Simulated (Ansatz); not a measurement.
`[CH3][Al]([CH3])[S]B(O)O` + H₂ → `[CH3][AlH][CH3]` + `OB(O)S`  (hydrogenolysis of the Al–S bond)

Gas-phase electronic energies from Ansatz, PBE0-D4/def2-TZVP geometries. CCSD(T)/CBS adds triple-zeta CCSD(T) − MP2 to the extrapolated MP2 energy (def2 sets, frozen cores). This one scheme is used for every species. Functionals use def2-TZVPP. One conformer a species, not always the lowest.

CCSD(T)/CBS gives +1.11 eV.

**Question.** Another level gave +1.06 eV. Which?
A. PBE0-D4/def2-TZVPP
B. MP2/def2-TZVPP
C. ωB97M-V/def2-TZVPP
D. CCSD/def2-TZVPP

**Answer.** C. ωB97M-V 1.06, CCSD/def2-TZVPP 0.99, MP2/def2-TZVPP 1.18, PBE0-D4 1.10 eV.

Largest T1 diagnostic among the species: 0.012.

The D4 term adds +0.16 eV with B3LYP and +0.09 eV with PBE0; it sums over pairs of atoms, weighted by their polarisabilities, and B3LYP, whose exchange is more repulsive, gets the larger term. In def2-TZVPP, CCSD(T) changes the Hartree–Fock value by +0.32 eV (the triples alone add +0.08 eV) and MP2 by +0.43 eV.

B3LYP here is the variant with VWN-RPA as its local correlation; programs differ in this.
